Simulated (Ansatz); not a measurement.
Geometry optimisation, RKS PBE0-D4/6-31G* in Ansatz.

Input:

```yaml
crystal:
  periodic: [false, false, false]
  atoms:
    - { symbol: B, position_ang: [0.150075, -0.54868, -0.165327] }
    - { symbol: H, position_ang: [-0.138755, -0.447862, 0.989441] }
    - { symbol: Cl, position_ang: [1.722758, -1.208119, -0.573337] }
    - { symbol: H, position_ang: [-0.624353, -0.334105, -1.05007] }
    - { symbol: "N", position_ang: [0.406929, 2.031258, 0.695144] }
    - { symbol: H, position_ang: [1.267632, 2.328032, 1.141942] }
    - { symbol: C, position_ang: [-0.430392, 3.159256, 0.327112] }
    - { symbol: H, position_ang: [-1.319437, 2.792707, -0.195806] }
    - { symbol: H, position_ang: [-0.763954, 3.786746, 1.169742] }
    - { symbol: H, position_ang: [0.11877, 3.796729, -0.371946] }
    - { symbol: H, position_ang: [-0.075672, 1.391239, 1.350207] }
basis:
  gaussian: { orbitals: "6-31G*" }
hamiltonian:
  xc: pbe0
  dispersion: d4
relax:
  f_tol: 0.03
  max_steps: 50
```

Launched with:

```bash
$ ansatz run input.yaml --threads 1 --pin off --max-ram 2048MiB --backend cpu --events-out ev --progress --plain --runs-dir out
```

Task: Where does it end, and by what steps?

Result: It converged. After 14 steps the energy has fallen by 1.514 eV; Cl3 moved furthest, 1.58 Å. Joined: B1–N5 (2.73 → 1.63 Å).

```tsv
step	energy less start (eV)	largest force component (eV/Å)	accepted
0	0.0000	0.988	yes
1	-0.0880	1.039	yes
2	-0.2820	1.018	yes
3	-0.5336	1.051	yes
4	-0.8974	1.083	yes
5	-1.2093	1.258	yes
6	-1.3565	0.383	yes
7	-1.3985	0.231	yes
8	-1.4169	0.116	yes
9	-1.4515	0.263	yes
10	-1.4809	0.354	yes
11	-1.4918	0.332	yes
12	-1.4897	0.385	no
13	-1.5123	0.113	yes
14	-1.5136	0.020	yes
```

```xyz
11
Properties=species:S:1:pos:R:3
B 0.089 0.191 0.084
H 0.209 -0.684 0.906
Cl 1.587 0.304 -1.018
H -0.940 0.172 -0.547
N 0.083 1.584 0.923
H 1.002 1.679 1.359
C -0.225 2.794 0.135
H -1.226 2.680 -0.283
H -0.174 3.693 0.754
H 0.497 2.854 -0.680
H -0.589 1.480 1.683
```

Run time: 66 s on 1 thread of Arm Neoverse V1 (shared host), peak memory 0.15 GiB.
